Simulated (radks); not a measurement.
The thallium ion Tl29+, configuration [Kr] 4d10 4f6. All-electron calculation, scalar-relativistic Kohn-Sham, BLYP, spin-polarised, spherical densities, finite nucleus; open shells are filled with parallel spins first (spin-orbit coupling, left out, can overturn this in heavy ions); Fermi nuclear charge, rms radius 5.4759 fm. Program: a radial shooting solver on a logarithmic mesh with Libxc functionals.

Radial electron density D(r) = 4 pi r^2 rho(r):

r (bohr)  D(r) (e/bohr)  spin D(r)
0.000803          8.450  -0.000151
0.00092           10.33  -0.000185
0.001046          12.45  -0.000222
0.001188          14.96  -0.000266
0.001351          17.91  -0.000317
0.001535          21.37  -0.000377
0.001759          25.65  -0.000450
0.001999          30.32  -0.000529
0.002272          35.65  -0.000618
0.002582          41.65  -0.000718
0.002935          48.32  -0.000828
0.003336          55.63  -0.000946
0.003821          63.97   -0.00108
0.004343          72.21   -0.00121
0.004936          80.58   -0.00134
0.00561           88.77   -0.00147
0.006377          96.41   -0.00161
0.007306          103.4   -0.00175
0.008303          108.5   -0.00189
0.009437          111.8   -0.00205
0.01073           113.0   -0.00228
0.01219           112.0   -0.00260
0.01397           109.1   -0.00312
0.01587           105.4   -0.00385
0.01804           101.9   -0.00489
0.0205            100.0   -0.00630
0.0233            101.2   -0.00805
0.0267            106.7    -0.0102
0.03035           116.0    -0.0121
0.03449           128.1    -0.0133
0.0392            140.4    -0.0128
0.04455           149.8   -0.00930
0.05063           153.2  -0.000115
0.05801           149.1     0.0211
0.06593           139.3     0.0614
0.07494           128.2      0.140
0.08517           120.9      0.289
0.0968            121.4      0.565
0.1109            129.7       1.09
0.126             138.9       1.93
0.1433            141.2       3.22
0.1628            131.3       5.06
0.1851            110.8       7.47
0.212             86.74       10.5
0.241             72.44       13.4
0.2739            70.54       15.8
0.3113            76.49       17.2
0.3538            80.64       17.0
0.4053            74.78       15.0
0.4606            59.21       11.9
0.5236            39.46       8.32
0.595             21.92       5.07
0.6763            10.04       2.64
0.7686            3.747       1.15
0.8806            1.031      0.382
1.001            0.2397      0.107
1.138           0.04308     0.0229
1.293          0.005754    0.00360
1.469         0.0005403   0.000389

D(r) has 4 maxima, at r = 0.0108, 0.0506, 0.139, 0.354 bohr, and minima at 0.0210, 0.0901, 0.261 bohr, inside which lie 1.88, 11.04, 29.80 electrons.
